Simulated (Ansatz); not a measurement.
`CB(O)Br` + `ClC=[Se]` → `CB(O)C=[Se]` + `ClBr`  (formal exchange of groups at a B–Br bond)

Calculated with Ansatz (gas phase, PBE0-D4/def2-TZVP geometries, no zero-point term in ΔE). CCSD(T)/CBS is the MP2 limit (def2-TZVPP, def2-QZVPP) plus CCSD(T) − MP2 in def2-TZVPP, frozen cores. For Br, Se outer-core shells are correlated without core-valence functions, which leaves a few kJ/mol of doubt a bond. Scalar relativity is left out up to krypton. One conformer a species, not always the lowest.

`CB(O)Br`:

Cartesian coordinates in Å:
```
C -0.077 -0.848 -0.616
B -0.026 0.388 0.324
O 0.993 1.265 0.296
Br -1.475 0.702 1.599
H 0.793 -0.894 -1.272
H -0.129 -1.771 -0.031
H -0.983 -0.827 -1.228
H 0.904 1.985 0.928
```

`ClC=[Se]`:

```xyz
4

Cl   -0.092    1.187    1.125
C     0.080   -0.090    0.005
Se   -0.876   -0.343   -1.427
H     0.888   -0.755    0.298
```

`CB(O)C=[Se]`:

Cartesian coordinates in Å:
```
C -0.438 0.993 -0.966
B -0.287 -0.102 0.136
O -1.368 -0.609 0.759
C 1.146 -0.654 0.553
Se 1.347 -1.886 1.790
H -1.473 1.293 -1.131
H -0.025 0.635 -1.917
H 0.148 1.883 -0.710
H -1.101 -1.279 1.412
H 2.048 -0.274 0.074
```

`ClBr`:

Z-matrix (Å, degrees):
```
Cl
Br 1 2.133
```

```tsv
species	MP2/def2-TZVPP energy (Eh)
`CB(O)Br`	-2713.12053
`ClC=[Se]`	-2898.39762
`CB(O)C=[Se]`	-2579.08821
`ClBr`	-3032.36558
```

(1) Work out ΔE.

Largest T1 diagnostic among the species: 0.014.

## Answers

(1) ΔE = (-2579.08821) + (-3032.36558) − (-2713.12053) − (-2898.39762) = 0.06436 Eh = +40.4 kcal/mol. CCSD(T)/CBS gives +35.4 kcal/mol.
